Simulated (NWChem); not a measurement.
# HTeI; SMILES [TeH]I

```xyz
3

Te    -0.0226     1.3547     0.0000
H      1.6421     1.4628     0.0000
I     -0.0088    -1.3568     0.0000
```
Atoms are numbered in this order, from 1.

All runs: NWChem. Geometry: optimised at PBE0/def2-SVP. No frequency run checked for a minimum. def2 effective core potentials on Te, I; no spin-orbit coupling. Ions are spin-unrestricted doublets at the neutral geometry; other ion states weren't tried.

**Question.** Predict the results for PBE/def2-SVP. Quantities: vertical ionisation energy, ΔSCF (eV); −ε(HOMO) (eV).

**Answer.** 
```yaml
vertical ionisation energy, ΔSCF (eV): 8.29
"−ε(HOMO) (eV)": 5.30
```
